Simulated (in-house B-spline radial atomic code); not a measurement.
Spin-orbit splittings of orbital energies (j = l + 1/2 less j = l - 1/2) and ratios of mean radii (lower j over upper j) along the 6-electron series, configuration [He] 2s2 2p2. Computed with a B-spline radial code for spherical atoms: Dirac-Hartree-Fock, average of the configuration, finite nuclei.

```json
{"ion": "Ca14+", "Z": "20", "splitting of 2p (eV)": "4.6423", "radius ratio of 2p": "0.99346"}
{"ion": "Sc15+", "Z": "21", "splitting of 2p (eV)": "5.785", "radius ratio of 2p": "0.99276"}
{"ion": "Ti16+", "Z": "22", "splitting of 2p (eV)": "7.1277", "radius ratio of 2p": "0.99201"}
{"ion": "V17+", "Z": "23", "splitting of 2p (eV)": "8.6929", "radius ratio of 2p": "0.99122"}
{"ion": "Cr18+", "Z": "24", "splitting of 2p (eV)": "10.504", "radius ratio of 2p": "0.9904"}
{"ion": "Mn19+", "Z": "25", "splitting of 2p (eV)": "12.587", "radius ratio of 2p": "0.98954"}
{"ion": "Fe20+", "Z": "26", "splitting of 2p (eV)": "14.968", "radius ratio of 2p": "0.98864"}
{"ion": "Co21+", "Z": "27", "splitting of 2p (eV)": "17.675", "radius ratio of 2p": "0.9877"}
{"ion": "Ni22+", "Z": "28", "splitting of 2p (eV)": "20.737", "radius ratio of 2p": "0.98673"}
{"ion": "Cu23+", "Z": "29", "splitting of 2p (eV)": "24.186", "radius ratio of 2p": "0.98571"}
{"ion": "Zn24+", "Z": "30", "splitting of 2p (eV)": "28.053", "radius ratio of 2p": "0.98466"}
{"ion": "Ga25+", "Z": "31", "splitting of 2p (eV)": "32.372", "radius ratio of 2p": "0.98356"}
{"ion": "Ge26+", "Z": "32", "splitting of 2p (eV)": "37.179", "radius ratio of 2p": "0.98243"}
{"ion": "As27+", "Z": "33", "splitting of 2p (eV)": "42.511", "radius ratio of 2p": "0.98126"}
```

Task: With what power of Z does the column «splitting of 2p (eV)» change over this range?

Result: A fit of the logarithm of its size against log Z from Z = 20 to 33 has slope 4.42. An unscreened hydrogenic electron would give 4 at low Z; screening makes the apparent power larger near the neutral end, and relativity raises it again at high Z.
